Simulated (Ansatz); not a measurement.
`[Br][In]([Br])[Br]`. Charge 0, multiplicity 1. In: def2 effective core potential.

```xyz
4

Br    1.6965   -0.4704   -1.6855
In   -0.0001    0.0001    0.0000
Br   -2.3629   -0.0890   -0.5913
Br    0.6664    0.5593    2.2768
```

Question: List the harmonic frequencies (cm⁻¹, unscaled) at PBE0-D4/def2-TZVP in Ansatz. (Best estimate.)

Answer: Computed: 61, 61, 78, 213, 286, 287.

Question: Is this a minimum?

Answer: Yes, all 6 modes are real.

Question: Give the ideal-gas thermochemistry at 298.15 K and 1 bar (rigid rotor, harmonic oscillator; point group D3h, symmetry number 6).

Answer: Zero-point energy 5.9 kJ/mol; H(298) − E = 25.8 kJ/mol; entropy 375.0 J/(mol·K), of which translation 182.1, rotation 118.4, vibration 74.5; G(298) − E = -86.0 kJ/mol. Modes under 100 cm⁻¹ are hindered rotations or soft bends, so the harmonic entropy is rough.

Question: And at 400, 500, 600, 800 and 1000 K?

Answer: 
```tsv
T (K)	H − E (kJ/mol)	S (J/mol/K)	G − E (kJ/mol)
400	34.0	398.7	-125.4
500	42.2	416.9	-166.2
600	50.4	431.9	-208.7
800	66.9	455.6	-297.6
1000	83.5	474.1	-390.6
```

Question: Rotational constants (cm⁻¹)?

Answer: 0.02368, 0.02367, 0.01184.
